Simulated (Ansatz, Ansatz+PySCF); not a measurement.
```
atom    x (Å)    y (Å)    z (Å)
   C   0.1669  -0.5014   0.4091
   C  -0.1669   0.5014  -0.4091
   C   1.4053  -1.3291   0.3045
   C  -1.4053   1.3291  -0.3045
   H  -0.5170  -0.7499   1.2327
   H   0.5170   0.7499  -1.2327
   H   2.0328  -1.0161  -0.5435
   H   2.0138  -1.2589   1.2222
   H   1.1641  -2.3977   0.1731
   H  -2.0328   1.0161   0.5435
   H  -1.1641   2.3977  -0.1731
   H  -2.0138   1.2589  -1.2222
```

Basis set: def2-SVP (spherical functions). Left uncorrelated: 4 orbitals. Charge 0, multiplicity 3.

Computed with Ansatz (development build ahead of 0.2.0); each method stands on the lowest determinant of its kind that the runs found.

Problem. Give the atomization energy at this shape (free ground-state atoms in the same class of orbitals less the molecule, no zero-point energy) of triplet C₄H₈ by UHF-MP2, UHF.

Solution.

```csv
method,atomization energy
UHF-MP2,43.91 eV
UHF,35.32 eV
```

Caution: another spin multiplicity may lie lower.
